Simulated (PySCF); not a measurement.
Compound: C3H10OS2Si.
Bonds: C1–S2, S2–Si3, Si3–O4, O4–C5, C5–C6, C6–S7. Hydrogens: H8, H9, H10 on C1; H11, H12 on Si3; H13, H14 on C5; H15, H16 on C6; H17 on S7.

The calculation used TDDFT PBE0/def2-SVPD, vertical, gas phase, core orbitals frozen in the response in PySCF 2.14.0, density-fitted response routines. One conformer (not necessarily the lowest) at the GFN2-xTB geometry, without solvent, vibrations or thermal averaging.

Task: What does the calculation give for the low-lying excited states?

Result: 

| state | E (eV) | ν̃ (cm⁻¹) | f | main configurations (H = HOMO, L = LUMO) |
| --- | --- | --- | --- | --- |
| S1 | 5.19 | 41830 | 0.0015 | H-1→L (95%) |
| S2 | 5.63 | 45420 | 0.014 | H→L (53%), H→L+3 (22%), H→L+1 (17%) |
| S3 | 5.83 | 47040 | 0.0070 | H→L (37%), H→L+3 (35%), H→L+1 (17%) |
| S4 | 6.11 | 49300 | 0.023 | H-1→L+1 (73%), H-1→L+3 (22%) |
| S5 | 6.39 | 51560 | 0.024 | H→L+2 (52%), H→L+4 (30%) |
| S6 | 6.48 | 52270 | 0.0023 | H-1→L+2 (75%), H-1→L+4 (15%) |
| S7 | 6.53 | 52670 | 0.023 | H→L+1 (57%), H→L+3 (24%) |
| S8 | 6.67 | 53830 | 0.0083 | H-2→L (69%), H-1→L+5 (17%) |

Triplets (Tamm–Dancoff): T1 4.88 eV, H-1→L (88%); T2 5.22 eV, H→L+3 (53%), H→L+1 (27%); T3 5.57 eV, H→L (62%), H→L+4 (14%), H→L+2 (12%).

The lowest singlet comes at 239 nm (500 kJ/mol) in the ultraviolet; it is very weak; its leading configuration is HOMO-1→LUMO (95%). The largest oscillator strength of a single state is 0.024. Löwdin shares by element: HOMO sulfur 74% or more, carbon 10% or more, hydrogen 6% or more; LUMO sulfur 27% or more, silicon 24%, carbon 12% or more, hydrogen 7% or more (atoms not listed hold the other 31%). Weighted by f, the mean energy of these states is 6.23 eV. Of the 8 states listed, 4 reach f = 0.01 and none stays under 0.0005. The oscillator strengths of these states sum to 0.103; summed over the whole spectrum of an exact calculation they would give the number of electrons, 82 (Thomas–Reiche–Kuhn). The window holds the lowest 8 singlets.
